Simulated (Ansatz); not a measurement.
Geometry optimisation, Ansatz 0.2.0, RKS CAM-B3LYP/cc-pVDZ.

input.yaml

```yaml
crystal:
  periodic: [false, false, false]
  atoms:
    - { symbol: F, position_ang: [-0.8564, 1.6779, -0.6542] }
    - { symbol: C, position_ang: [0.3795, 1.2723, -0.4434] }
    - { symbol: B, position_ang: [0.3843, -0.3087, -0.5232] }
    - { symbol: Al, position_ang: [-0.5909, -1.4313, 0.8379] }
    - { symbol: H, position_ang: [1.0586, 1.6864, -1.2365] }
    - { symbol: H, position_ang: [0.7239, 1.6285, 0.5567] }
    - { symbol: H, position_ang: [1.1122, -0.8518, -1.3138] }
    - { symbol: H, position_ang: [-0.5689, -3.0193, 0.7677] }
    - { symbol: H, position_ang: [-1.5537, -0.7003, 1.9917] }
basis:
  gaussian: { orbitals: cc-pVDZ }
hamiltonian:
  xc: cam_b3lyp
relax:
  f_tol: 0.02
  max_steps: 50
```

Command:

```bash
$ ansatz run input.yaml --threads 2 --pin off --max-ram 3072MiB --backend cpu --events-out ev --progress --plain --runs-dir out
```

Q: Where does it end, and by what steps?

A: The run converged. After 17 steps the energy has fallen by 1.084 eV; H8 moved furthest, 1.76 Å. Joined: F1–Al4 (3.46 → 2.13 Å).

```
step  energy less start (eV)  largest force component (eV/Å)  accepted
   0                  0.0000                           3.460       yes
   1                 -0.3804                           1.322       yes
   2                 -0.5137                           0.392       yes
   3                 -0.6015                           1.103       yes
   4                 -0.7065                           0.624       yes
   5                 -0.7610                           0.301       yes
   6                 -0.7941                           0.276       yes
   7                 -0.8209                           0.412       yes
   8                 -0.8549                           0.367       yes
   9                 -0.8824                           0.272       yes
  10                 -0.9197                           0.157       yes
  11                 -0.9538                           0.108       yes
  12                 -0.9997                           0.198       yes
  13                 -1.0583                           0.349       yes
  14                 -1.0215                           0.712        no
  15                 -1.0794                           0.128       yes
  16                 -1.0772                           0.125        no
  17                 -1.0839                           0.011       yes
```

```xyz
9
Properties=species:S:1:pos:R:3
F -1.050 0.825 -0.074
C 0.348 0.995 -0.543
B 1.052 -0.338 -0.149
Al -0.733 -1.130 0.710
H 0.257 1.197 -1.623
H 0.707 1.902 -0.033
H 2.215 -0.502 -0.407
H -1.698 -2.047 -0.165
H -1.009 -0.948 2.267
```

Time of the run: 43 s on 2 threads of Intel(R) Xeon(R) 6975P-C (Granite Rapids), with other jobs on the host, peak memory 0.2 GiB.
